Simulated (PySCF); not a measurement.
Isomers of C8H15P, mass 142.091 u with the commonest isotopes. The calculation used PBE0/pcSseg-1 in PySCF (dipole) on a GFN2-xTB geometry, gas phase. One conformer each, none proved a minimum here; rigid rotors.

Question: Order these by rotational constant C, smallest first.
A. `[CH3:1][CH2:2][C:3]1=[C:4]([CH3:5])[CH2:6][P:7]([CH3:8])[CH2:9]1` with C1–C2–C3–C4 -89°, C3–C4–C6–P7 -17°, C4–C6–P7–C8 -76°, C6–P7–C9–C3 -20°, C2–C3–C9–P7 -164°
B. `[CH:1]#[C:2][P:3]([CH2:4][CH2:5][CH3:6])[CH:7]([CH3:8])[CH3:9]` with C2–P3–C4–C5 69°, P3–C4–C5–C6 179°, C2–P3–C7–C8 171°
C. `[CH:1]#[C:2][P@@:3]([CH3:4])(=[CH:5][CH3:6])[CH:7]([CH3:8])[CH3:9]` with C1–C2–P3–C4 -122°, C2–P3–C7–C8 169°
D. `[CH2:1]=[CH:2][CH:3]1[CH2:4][P:5]([CH2:6][CH2:7][CH3:8])[CH2:9]1` with C1–C2–C3–C4 124°, C4–P5–C6–C7 -165°, P5–C6–C7–C8 -179°, C2–C3–C4–P5 134°, C3–C4–P5–C6 86°, C4–P5–C9–C3 11°, C2–C3–C9–P5 -134°
E. `[CH3:1][CH2:2][P:3]1[CH2:4][C:5]([CH3:6])=[C:7]([CH3:8])[CH2:9]1` with C1–C2–P3–C4 -83°, C2–P3–C4–C5 -78°, P3–C4–C5–C6 167°, C5–C7–C9–P3 15°, C2–P3–C9–C7 79°
F. `[CH2:1]=[CH:2][CH2:3][P:4]([CH:5]=[CH2:6])[CH:7]([CH3:8])[CH3:9]` with C1–C2–C3–P4 -112°, C2–C3–P4–C5 65°, C3–P4–C5–C6 -138°, C3–P4–C7–C8 -168°

Answer: D (572.7 MHz), B (643.8 MHz), F (701.9 MHz), E (836.3 MHz), A (873.6 MHz), C (943.0 MHz).

Question: Order these by out-of-plane moment Σ m c² = (Ia + Ib − Ic)/2, largest first.
A. `[CH:1]#[C:2][P@@:3]([CH3:4])(=[CH:5][CH3:6])[CH:7]([CH3:8])[CH3:9]` with C1–C2–P3–C4 -122°, C2–P3–C7–C8 169°
B. `[CH3:1][CH2:2][P:3]1[CH2:4][C:5]([CH3:6])=[C:7]([CH3:8])[CH2:9]1` with C1–C2–P3–C4 -83°, C2–P3–C4–C5 -78°, P3–C4–C5–C6 167°, C5–C7–C9–P3 15°, C2–P3–C9–C7 79°
C. `[CH:1]#[C:2][P:3]([CH2:4][CH2:5][CH3:6])[CH:7]([CH3:8])[CH3:9]` with C2–P3–C4–C5 69°, P3–C4–C5–C6 179°, C2–P3–C7–C8 171°
D. `[CH3:1][CH2:2][C:3]1=[C:4]([CH3:5])[CH2:6][P:7]([CH3:8])[CH2:9]1` with C1–C2–C3–C4 -89°, C3–C4–C6–P7 -17°, C4–C6–P7–C8 -76°, C6–P7–C9–C3 -20°, C2–C3–C9–P7 -164°
E. `[CH2:1]=[CH:2][CH:3]1[CH2:4][P:5]([CH2:6][CH2:7][CH3:8])[CH2:9]1` with C1–C2–C3–C4 124°, C4–P5–C6–C7 -165°, P5–C6–C7–C8 -179°, C2–C3–C4–P5 134°, C3–C4–P5–C6 86°, C4–P5–C9–C3 11°, C2–C3–C9–P5 -134°
F. `[CH2:1]=[CH:2][CH2:3][P:4]([CH:5]=[CH2:6])[CH:7]([CH3:8])[CH3:9]` with C1–C2–C3–P4 -112°, C2–C3–P4–C5 65°, C3–P4–C5–C6 -138°, C3–P4–C7–C8 -168°

Answer: A (116.04 u·Å²), B (83.14 u·Å²), D (80.14 u·Å²), E (53.15 u·Å²), F (37.36 u·Å²), C (35.01 u·Å²).

Question: Order these by rotational constant A, smallest first.
A. `[CH3:1][CH2:2][P:3]1[CH2:4][C:5]([CH3:6])=[C:7]([CH3:8])[CH2:9]1` with C1–C2–P3–C4 -83°, C2–P3–C4–C5 -78°, P3–C4–C5–C6 167°, C5–C7–C9–P3 15°, C2–P3–C9–C7 79°
B. `[CH:1]#[C:2][P@@:3]([CH3:4])(=[CH:5][CH3:6])[CH:7]([CH3:8])[CH3:9]` with C1–C2–P3–C4 -122°, C2–P3–C7–C8 169°
C. `[CH2:1]=[CH:2][CH:3]1[CH2:4][P:5]([CH2:6][CH2:7][CH3:8])[CH2:9]1` with C1–C2–C3–C4 124°, C4–P5–C6–C7 -165°, P5–C6–C7–C8 -179°, C2–C3–C4–P5 134°, C3–C4–P5–C6 86°, C4–P5–C9–C3 11°, C2–C3–C9–P5 -134°
D. `[CH2:1]=[CH:2][CH2:3][P:4]([CH:5]=[CH2:6])[CH:7]([CH3:8])[CH3:9]` with C1–C2–C3–P4 -112°, C2–C3–P4–C5 65°, C3–P4–C5–C6 -138°, C3–P4–C7–C8 -168°
E. `[CH:1]#[C:2][P:3]([CH2:4][CH2:5][CH3:6])[CH:7]([CH3:8])[CH3:9]` with C2–P3–C4–C5 69°, P3–C4–C5–C6 179°, C2–P3–C7–C8 171°

Answer: B (1331 MHz), E (1859 MHz), D (1898 MHz), A (2033 MHz), C (2993 MHz).

```
               SMILES  point group  Ia (u·Å²)  Ib (u·Å²)  Ic (u·Å²)      κ  μa (D)  μb (D)  μc (D)
       C=CC1CP(CCC)C1           C1     168.86     819.95     882.52  -0.96    0.05    1.16    0.41
C#C[P@@](C)(=CC)C(C)C           C1     379.66     388.34     535.91   0.85    1.04    1.87    0.04
      C=CCP(C=C)C(C)C           C1     266.23     528.53     720.04  -0.57    0.29    0.03    1.05
       C#CP(CCC)C(C)C           C1     271.81     583.17     784.95  -0.63    0.13    0.50    1.23
     CCP1CC(C)=C(C)C1           C1     248.56     522.03     604.30  -0.78    1.11    0.40    1.09
     CCC1=C(C)CP(C)C1           C1     270.76     468.06     578.53  -0.58    1.50    0.28    0.66
```
